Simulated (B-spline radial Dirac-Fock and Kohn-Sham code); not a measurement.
**Successive ionisation energies of fluorine: Dirac-Fock against NIST**

These are calculated numbers from a B-spline atomic structure program; the model is Dirac-Fock ΔSCF + Breit + QED. Each value is the difference of the configuration-average energies of two neighbouring ions in their tabulated ground configurations. No correlation. NIST's values refer to the lowest levels; many for high charge states are themselves semi-empirical or theoretical. Where a p, d or f shell is open in either ion the computed value averages over both j values and all terms, while the table refers to the lowest levels; that difference holds spin-orbit splitting (largest in heavy or highly charged ions), term energies where several electrons share open shells, and correlation, and it can reach 10 % or more.

```tsv
ion	configuration	computed (eV)	NIST (eV)	kind	NIST − computed (eV)
F	[He] 2s2 2p5	17.11	17.42282	measured	+0.31
F⁺	[He] 2s2 2p4	36.55	34.97081	measured	-1.58
F²⁺	[He] 2s2 2p3	59.29	62.70798	semi-empirical	+3.42
F³⁺	[He] 2s2 2p2	85.17	87.175 ± 0.017	semi-empirical	+2.01
F⁴⁺	[He] 2s2 2p1	114.1	114.249 ± 0.006	semi-empirical	+0.16
F⁵⁺	[He] 2s2	154.0	157.1631	measured	+3.15
F⁶⁺	[He] 2s1	185.0	185.1868	measured	+0.14
F⁷⁺	1s2	952.7	953.8983	theoretical	+1.24
F⁸⁺	1s1	1103.1	1103.118	theoretical	-0.03
```

Problem. Where in this range is the largest relative jump, and why?

Solution. From F⁶⁺ (185.0 eV) to F⁷⁺ (952.7 eV), a factor of 5.15. The configuration goes from [He] 2s1 to 1s2, so the next electron comes out of a deeper subshell.
